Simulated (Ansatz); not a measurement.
Level of theory: frozen-core CCSD(T)/cc-pVTZ // r2SCAN-D4/def2-TZVP (Ansatz, a quantum-chemistry and plane-wave program). The geometry is that of the parent before the electron was removed.

Ansatz 0.2 input:
```yaml
crystal:
  periodic: [false, false, false]
  atoms:
    - { symbol: C, position_ang: [-1.054269, -0.142017, 0.105495] }
    - { symbol: Si, position_ang: [0.621422, 0.485039, -0.412434] }
    - { symbol: N, position_ang: [1.961129, -0.263869, -0.860273] }
    - { symbol: H, position_ang: [-1.301135, 0.227358, 1.105699] }
    - { symbol: H, position_ang: [-1.096589, -1.231672, 0.111747] }
    - { symbol: H, position_ang: [-1.823414, 0.237295, -0.57459] }
    - { symbol: H, position_ang: [0.68443, 1.963573, -0.393028] }
    - { symbol: H, position_ang: [2.008419, -1.275712, -0.902589] }
basis:
  gaussian: { orbitals: cc-pVTZ }
correlation:
  method: ccsd_t
total_charge: 1
magnetization:
  spin_polarized: true
  initial_magnetization: 1
```

Output:

```
Functional definition: HF
928 factors; integrals over basis functions are off by at most 1.5e-3 eV
mean field evaluation 1: about -10435.1955 eV, gradient 4.2e1 eV
mean field evaluation 2: about -10435.2048 eV, gradient 4.2e1 eV
mean field evaluation 4: about -10444.5450 eV, gradient 6.3e0 eV
mean field evaluation 8: about -10446.2474 eV, gradient 6.1e-1 eV
mean field evaluation 16: about -10446.2587 eV, gradient 1.9e-6 eV
mean field evaluation 32: about -10446.2587 eV, gradient 4.8e-3 eV
mean field evaluation 64: about -10446.2059 eV, gradient 1.4e0 eV
mean field evaluation 96: about -10446.2220 eV, gradient 1.9e-1 eV
mean field evaluation 128: about -10446.2582 eV, gradient 1.2e-1 eV
mean field evaluation 160: about -10441.0301 eV, gradient 1.4e-2 eV
mean field evaluation 192: about -10440.9846 eV, gradient 1.7e0 eV
mean field evaluation 224: about -10439.9583 eV, gradient 3.4e-3 eV
mean field evaluation 256: about -10438.0575 eV, gradient 1.5e0 eV
mean field evaluation 288: about -10438.5485 eV, gradient 3.4e0 eV
mean field evaluation 320: about -10437.8758 eV, gradient 7.2e-4 eV
mean field evaluation 352: about -10436.4480 eV, gradient 6.6e-1 eV
mean field evaluation 384: about -10439.0824 eV, gradient 4.6e0 eV
mean field evaluation 416: about -10445.3617 eV, gradient 9.4e0 eV
mean field evaluation 448: about -10438.1043 eV, gradient 5.0e0 eV
mean field evaluation 480: about -10437.4167 eV, gradient 4.5e0 eV
mean field -10446.25871835 eV, -383.8929271710 hartree, gradient 1.9e-6 eV, S^2 0.775296; 8 other end points of the search recorded, 0 dependent functions left out
determinant -10446.25871835 eV, -383.8929271710 hartree, with singles and doubles -10459.56889918 eV, -384.3820672944 hartree
determinant -10446.22275616 eV, -383.8916055847 hartree, with singles and doubles -10459.41256687 eV, -384.3763221879 hartree
determinant -10446.25871835 eV, -383.8929271710 hartree, with singles and doubles -10459.40125700 eV, -384.3759065578 hartree
determinant -10446.22275616 eV, -383.8916055847 hartree, with singles and doubles -10459.23190401 eV, -384.3696829505 hartree
7 core orbitals not correlated
reference -10446.25871835 eV, -383.8929271710 hartree; 9, 8 occupied and 148, 149 virtual orbitals, 928 factors
second order -12.01589162 eV of doubles, -0.00000000 eV of singles
cycle   1  -13.14253892 eV  change   -2.7e-7 eV  update   2.2e-6
perturbative correction -0.50210795 eV, -0.0184521269 hartree
Total energy: -10459.90336522 eV, -384.3943586947 hartree
```

Cost: very roughly 12 core-minutes.
